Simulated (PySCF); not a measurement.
# Spinor energies of Cu⁷⁺ (copper, charge +7)

Start: [Ar] 3d4; 3d3/2 filled at m_j = -3/2, -1/2, +1/2, +3/2. Calculated with PySCF 2.14 in an uncontracted even-tempered set (18 s from 0.34 bohr⁻², ratio 2.8; 13 p from 0.45 bohr⁻², ratio 2.8; 9 d from 0.45 bohr⁻², ratio 2.8; 4 f from 2 bohr⁻², ratio 3): generalised Hartree-Fock with the X2C-1e Hamiltonian and a Gaussian nucleus; spin-orbit coupling (SO) screened by Boettger's factors.

| spinor shell | electrons | ε, screened SO (eV) | weight of nominal j (screened SO) | rms radius, screened SO (bohr) |
| --- | --- | --- | --- | --- |
| 1s1/2 | 2 | -9211.5 | 1.000 | 0.0602 |
| 2s1/2 | 2 | -1301.6 | 1.000 | 0.254 |
| 2p1/2 | 2 | -1157.0 | 0.978 | 0.226 |
| 2p3/2 | 4 | -1134.4 | 0.989 | 0.229 |
| 3s1/2 | 2 | -291.97 | 1.000 | 0.721 |
| 3p1/2 | 2 | -242.74 | 0.641 | 0.741 |
| 3p3/2 | 4 | -238.60 | 0.821 | 0.747 |
| 3d3/2 | 4 | -169.61 | 0.529 | 0.757 |

| quantity | screened SO |
| --- | --- |
| E (hartree) | -1637.27260 |
| M_J | 0 |
| ⟨J²⟩ | 3.813 |
| ⟨L²⟩ | 5.988 |
| ⟨S²⟩ | 5.986 |

The determinant has a definite M_J but mixes levels of different J.

Each row is a mean over spinors that exchange with the open shell spreads, by up to 19.662 eV (3p3/2).

Rows whose weight is well below 1 are mixtures of j = l ± 1/2: exchange outweighs spin-orbit coupling there, and the label is only the starting occupation.
